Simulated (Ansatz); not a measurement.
Breaking the O2–H3 bond in HNaO (SMILES [OH][Na]) (multiplicity 1 held, fragments rigid). Energies count from the point at 0.954 Å.
Geometry at that point (charge 0, multiplicity 1):
```csv
atom,x (Å),y (Å),z (Å)
Na,0.0000,0.0000,-0.9173
O,0.0000,0.0000,1.0151
H,0.0000,0.0000,1.9693
```

R- and RO- levels are restricted; in cc, def2 and unpolarised 6-31G sets they are followed outwards from rest. Unrestricted levels (U-) break spin symmetry where that is lower. Levels need not reach the same state.

Frozen-core correlation.

Codes used: Ansatz (Gaussian basis) for Hartree–Fock, density functionals and correlated methods. 

Energies in kcal/mol.

| R (Å) | U-r2SCAN/def2-TZVPPD | R-B3LYP/def2-TZVPPD | R-wB97X-V/def2-TZVPPD | U-wB97X-V/def2-TZVPPD | U-SCS-MP2/def2-TZVPPD | R-CCSD(T)/def2-TZVPPD |
|---|---|---|---|---|---|---|
| 0.763 | 36.3 | 36.4 | 36.6 | 36.6 | 36.8 | 36.6 |
| 0.859 | 6.9 | 7.0 | 6.9 | 6.9 | 7.1 | 7.0 |
| 0.954 | 0.0 | 0.0 | 0.0 | 0.0 | 0.0 | 0.0 |
| 1.050 | 4.8 | 4.8 | 5.0 | 5.0 | 4.8 | 4.8 |
| 1.145 | 15.4 | 15.4 | 16.1 | 16.1 | 15.5 | 15.3 |
| 1.288 | 35.7 | 35.6 | 37.3 | 37.3 | 35.9 | 35.2 |
| 1.431 | 56.7 | 56.6 | 59.4 | 59.4 | 75.8 | 55.4 |
| 1.670 | 87.9 | 88.0 | 93.1 | 92.9 | 109.5 | 83.4 |
| 1.908 | 106.0 | 113.0 | 120.8 | 111.5 | 121.5 | 102.3 |
| 2.195 | 116.4 | 135.4 | 146.6 | 120.3 | 126.9 | 113.5 |
| 2.576 | 119.7 | 155.4 | 171.2 | 121.9 | 127.6 | 113.9 |
| 3.054 | 120.6 | 170.1 | 191.7 | 121.8 | 127.4 | 101.6 |

Doubts at one or more of the structures used: a spin-contaminated determinant (U-r2SCAN/def2-TZVPPD, U-wB97X-V/def2-TZVPPD, U-SCS-MP2/def2-TZVPPD); a restricted determinant that unrestricted orbitals would lower (R-B3LYP/def2-TZVPPD, R-wB97X-V/def2-TZVPPD, R-CCSD(T)/def2-TZVPPD); T1 above 0.05 (R-CCSD(T)/def2-TZVPPD); other coupled-cluster roots lie near (R-CCSD(T)/def2-TZVPPD).

Ansatz is a first-principles code.
